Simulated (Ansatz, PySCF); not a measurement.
C₂H₁₀O₂Si₂, SMILES O[SiH2]CC[SiH2]O.

Geometry: PBE0-D3(BJ)/def2-SVP. This is a generated structure with no PubChem entry under its InChIKey; it may be hypothetical. Other conformers were not sampled.

Vertical ionisation energy (IE) and electron affinity (EA) in eV. Rows of orbital energies are one-electron estimates. Where ΔSCF, EOM or ADC give a negative EA the extra electron is unbound and the value depends on the basis.

```csv
level,IE,EA
"−ε(HOMO), −ε(LUMO), r2SCAN/def2-TZVP (PySCF)",6.91,0.25
"−ε(HOMO), −ε(LUMO), PBE/def2-TZVP (PySCF)",6.62,0.68
"ΔSCF, PBE0/def2-SVPD (Ansatz), final states of multiplicity 2 and 2",9.80,-0.99
"ΔSCF, PBE/def2-SVPD (Ansatz), final states of multiplicity 2 and 2",(withheld),(withheld)
```

Problem. Some entries are withheld; supply them. (The exact figures need the calculation; the answer reports its results.)

Solution. 
- ΔSCF, PBE/def2-SVPD (Ansatz, a quantum-chemistry and plane-wave program), final states of multiplicity 2 and 2, IE: 9.22
- ΔSCF, PBE/def2-SVPD (Ansatz), final states of multiplicity 2 and 2, EA: -0.71

Problem. What vertical singlet–triplet gap does ΔSCF give with PBE0/def2-SVPD (Ansatz) and with PBE/def2-SVPD (Ansatz)? (Estimate from the structure and the level; the computed values follow.)

Solution. 6.51 and 5.86 eV (triplet above singlet where positive).
